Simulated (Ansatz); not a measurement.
`C#[C][GeH2][F]` + H₂O → `C#[C][GeH2][OH]` + H–F at 700 K and 1 bar (formal hydrolysis of a Ge–F bond).

Isolated molecules relaxed with PBE0-D4/def2-TZVP in Ansatz; ΔE leaves out vibrations. CCSD(T)/CBS adds triple-zeta CCSD(T) − MP2 to the extrapolated MP2 energy (def2 sets, frozen cores). This one scheme is used for every species. For Ge outer-core shells are correlated without core-valence functions, which leaves a few kJ/mol of doubt a bond. Scalar relativity is left out up to krypton. Each species was taken in one conformer, which may not be the lowest.

```csv
species,CCSD(T)/CBS energy (Eh),H − E (kJ/mol),S (J/(mol·K))
`C#[C][GeH2][F]`,-2253.77838,156.5,400.7
H₂O,-76.37941,80.5,218.4
`C#[C][GeH2][OH]`,-2229.74950,192.8,426.6
H–F,-100.39570,45.2,198.5
```

H − E and S are ideal-gas, rigid-rotor, harmonic terms from PBE0-D4/def2-TZVP, for one conformer and one mirror image of each species. 1 Eh = 2625.50 kJ/mol, R = 8.31446 J/(mol·K).

**Question.** By hand: ΔE, ΔH, ΔS and ΔG.

**Answer.** ΔE = (-2229.74950) + (-100.39570) − (-2253.77838) − (-76.37941) = 0.01259 Eh = 33.1 kJ/mol. Δ(H − E) = 192.8 + 45.2 − 156.5 − 80.5 = 1.0, so ΔH = 34.1 kJ/mol. ΔS = 426.6 + 198.5 − 400.7 − 218.4 = 6.0 J/(mol·K). ΔG = 34.1 − 700 × (6.0)/1000 = 29.9 kJ/mol.

**Question.** By hand: the equilibrium constant, and the temperature at which ΔG would vanish if ΔH and ΔS stayed fixed.

**Answer.** log₁₀ K = −ΔG/(RT ln 10) = -2.2. ΔG = 0 at ΔH/ΔS = 5683 K, far beyond where these terms or the molecules hold.

The number of gas molecules stays the same, so ΔS is small and ΔH decides. A doubt of 5 kJ/mol in ΔE shifts log₁₀ K by 0.4 here. Other conformers and mirror images would add mixing entropy, several J/(mol·K) or more a flexible species. These are equilibria of isolated gas molecules and say nothing of rates. Largest T1 diagnostic: 0.013 (customary marks: 0.02 for closed shells, 0.045 for open ones).
